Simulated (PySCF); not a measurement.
Numbering as in the mapped SMILES `[F:1][C:2]([F:3])([F:4])[SiH2:5][C:6]1([Cl:7])[CH2:8][CH2:9][CH2:10]1` (H(Xn): hydrogen on atom n).

Theory: shielding tensors at PBE0/pcSseg-1 (GIAO), structure optimised with GFN2-xTB, in PySCF 2.14.0 with density-fitted response routines (a single conformation, fast rotation and ring inversion assumed for equivalent nuclei, no solvent, relativity neglected).

References, each an isolated molecule treated in the same way: TMS for 13C and 1H and 29Si; 19F vs CFCl3; 35Cl vs HCl.

```csv
atoms,nucleus,count,δ (ppm)
Hb(C8)/Hb(C10),1H,2,2.75
Ha(C9),1H,1,2.09
Si5,29Si,1,-46.6
Ha(C8)/Ha(C10),1H,2,?
C6,13C,1,53.6
Hb(C9),1H,1,?
C9,13C,1,15.2
C8/C10,13C,2,?
Cl7,35Cl,1,244
F1/F3/F4,19F,3,?
C2,13C,1,138.7
H(Si5),1H,2,4.26
```

Q: Estimate the values marked ?.

A: 
- C8/C10: 38.7 ppm, sp3 CH2 in a ring; a saturated carbon with 2 carbon neighbours and no heteroatom attached
- Ha(C8)/Ha(C10): 2.86 ppm, hydrogen on an sp3 CH2 in a ring
- Hb(C9): 2.08 ppm, hydrogen on an sp3 CH2 in a ring
- F1/F3/F4: -73.2 ppm, fluorine of a CF3 group

Carbons that carry Cl, above all several Cl atoms, come out too deshielded, partly because spin–orbit coupling is missing. Shifts are as computed. Against solution values, carbons near 30 ppm lie about +3 ppm off and those near 130 ppm about +5 ppm; carbons on Cl a further +6 ppm. Of 1309 compounds with measured shifts, 239 miss one by over three times the rms of a fit or turn the order of signals round; such compounds aren't used in these exercises. Unscaled 19F shifts against computed CFCl3 carry errors that often reach 10 to 50 ppm.
